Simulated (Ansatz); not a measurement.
A nudged elastic band was laid between two geometries of C3H7NSi (12 atoms, charge 0, multiplicity 1).

The calculation used RKS PBE-D4/6-31G* (Ansatz 0.2.0).

```yaml
movable_images: 7
climbing_image: yes
spring: 5.0 eV/Å²
optimiser: quadratic models (default)
start_path: IDPP
force_threshold: 0.05 eV/Å
iteration_limit: 26
end_points: relaxed
```

First end point:

```xyz
12
Properties=species:S:1:pos:R:3
N -0.045 1.142 1.839
Si -0.555 0.102 0.538
C -0.489 0.522 -1.292
C 0.336 -0.537 -1.512
C 0.696 -1.172 -0.172
H -0.756 1.597 2.412
H 0.763 1.752 1.716
H -1.867 -0.455 1.018
H -0.910 1.186 -2.054
H 0.683 -0.919 -2.487
H 1.752 -1.024 0.117
H 0.469 -2.250 -0.088
```

Last end point:

```xyz
12
Properties=species:S:1:pos:R:3
N -0.254 1.435 1.622
Si -0.595 0.162 0.488
C -0.407 0.484 -1.343
C 0.396 -0.607 -1.469
C 0.663 -1.192 -0.087
H -0.554 1.337 2.592
H 0.617 1.962 1.559
H -1.909 -0.400 0.960
H -0.768 1.126 -2.152
H 0.783 -1.038 -2.409
H 1.709 -1.066 0.247
H 0.395 -2.259 0.026
```

Problem. Which bonds break or form, and what moves?

Solution. No bond is made or broken. The height of N1 over the plane of its neighbours goes from -0.23 to 0.21 Å.

Problem. Give the energies along the band, and the barrier.

Solution. It converged. The highest image is number 4 of 0 to 8, 0.007 eV above the ends, which have the same energy within 2 meV. The top lies less than 8 meV above the higher end, about what the thresholds resolve: that end is a shoulder or a very shallow well. A vibrational analysis at the climbing image gives one clearly imaginary mode, 207i cm⁻¹: a first-order saddle point.

```tsv
image	path coordinate (Å)	energy (eV)	height of N1 over the plane of its neighbours (Å)
0	0.00	0.000	-0.23
1	0.10	0.001	-0.20
2	0.19	0.003	-0.16
3	0.29	0.006	-0.10
4	0.38	0.007	-0.02
5	0.47	0.005	0.06
6	0.56	0.002	0.13
7	0.65	-0.001	0.18
8	0.74	-0.002	0.21
```

Problem. What is the geometry of the highest image?

Solution. 
```xyz
12
Properties=species:S:1:pos:R:3:forces:R:3
N -0.133 1.300 1.718 0.02 0.00 -0.02
Si -0.560 0.139 0.508 0.00 0.01 0.01
C -0.435 0.499 -1.328 0.00 0.00 0.00
C 0.365 -0.589 -1.499 0.00 0.00 0.01
C 0.681 -1.193 -0.135 0.00 0.00 0.00
H -0.699 1.470 2.545 -0.01 -0.01 0.00
H 0.678 1.911 1.658 0.00 0.00 0.01
H -1.874 -0.412 0.993 0.00 0.00 0.00
H -0.823 1.152 -2.116 0.00 0.00 0.00
H 0.717 -1.008 -2.456 0.00 0.00 0.00
H 1.734 -1.061 0.171 0.00 0.00 0.00
H 0.427 -2.263 -0.027 0.00 0.00 0.00
```

Run time: 3.1 min on 1 CPU thread of a shared host.
